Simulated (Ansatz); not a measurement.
`F[CH2][AlH][Br]`, charge 0, multiplicity 1.

(1) Give a relaxed structure at PBE0-D4/def2-TZVP (Ansatz 0.2.0). (Estimate.)

## Answers

(1) Computed: 
Z-matrix (Å, degrees):
```
C
Al 1 1.976
F 1 1.391 2 113.1
H 1 1.099 2 110.7 3 -121.5
H 1 1.099 2 110.7 3 121.5
Br 2 2.249 1 119.4 3 -0.1
H 2 1.579 1 121.2 3 179.9
```
Point group Cs.
